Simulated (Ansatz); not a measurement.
Basis-set series for AlBrHO, SMILES `[OH][Al][Br]` radical. Charge 0, multiplicity 2. The geometry is a stationary point of PBE0-D4/def2-TZVP. It is one conformer, not always the lowest.

| functional | basis | functions | energy (Eh) | HOMO (eV) | LUMO (eV) |
| --- | --- | --- | --- | --- | --- |
| PBE0-D4 | def2-TZVPP | 135 | -2892.05108 | -6.27 | -2.94 |
| PBE0-D4 | def2-QZVPP | 246 | -2892.11592 | -6.30 | -2.98 |
| ωB97M-V | def2-TZVPP | 135 | -2892.35754 | -7.94 | -1.51 |
| ωB97M-V | def2-QZVPP | 246 | -2892.42043 | -8.00 | -1.59 |

**Question.** Give the rows for def2-SVP. (Estimate.)

**Answer.** Ansatz gave: 
| functional | basis | functions | energy (Eh) | HOMO (eV) | LUMO (eV) |
| --- | --- | --- | --- | --- | --- |
| PBE0-D4 | def2-SVP | 69 | -2891.55289 | -6.18 | -2.91 |
| ωB97M-V | def2-SVP | 69 | -2891.86015 | -7.84 | -1.49 |

HOMO and LUMO are taken over both spins. Scalar relativity is left out up to krypton.
